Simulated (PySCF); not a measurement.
Compound: C₇H₁₂O.
Numbering: `[CH2:1]=[CH:2][C:3](=[CH2:4])[O:5][CH:6]([CH3:7])[CH3:8]` (hydrogens: H9, H10 on C1; H11 on C2; H12, H13 on C4; H14 on C6; H15, H16, H17 on C7; H18, H19, H20 on C8)

Structure optimised with GFN2-xTB, isolated species.

(1) What internal coordinates does the optimisation give?

Answers

(1) 
```
                   bond  length (bohr)
                  C1=C2          2.506
                  C2–C3          2.766
                  C3=C4          2.526
                  C3–O5          2.568
                  O5–C6          2.681
           C6–C7, C6–C8          2.887
                  C1–H9          2.034
                 C1–H10          2.034
                 C2–H11          2.042
                 C4–H12          2.029
                 C4–H13          2.030
                 C6–H14          2.079
C7–H15 and 5 like bonds          2.054
```

Bonds in one row agree within 0.02 bohr and their mean is given. A selection of angles:
```
   angle  degrees
C1–C2–C3    124.1
C2–C3–C4    120.7
C2–C3–O5    112.5
C4–C3–O5    126.9
C3–O5–C6    120.2
O5–C6–C7    106.1
O5–C6–C8    111.0
C7–C6–C8    111.1
```

Torsions: C1–C2–C3–C4 178° (antiperiplanar); C2–C3–O5–C6 180° (antiperiplanar); C3–O5–C6–C7 159° (antiperiplanar). The mirror-image conformer, all signs reversed, is as good.

O5 (ether oxygen) is bent (angle 120.2°). Of the pairs four or more bonds apart, O5···H9 is among the closest relative to their van der Waals radii: 2.42 Å, 89 % of the sum of Bondi's values. The 2 C–O bonds span 1.359 Å (C3–O5, drawn single) to 1.419 Å (O5–C6, drawn single), a spread of 0.060 Å. The C–C distances run from 1.326 Å (C1=C2, drawn double) to 1.529 Å (C6–C8, drawn single), a spread of 0.203 Å.

Point group: C1 (no symmetry element, even within 0.4 Å). No frequency check. One conformer, not necessarily the lowest.

The numbers are calculated, not measured.
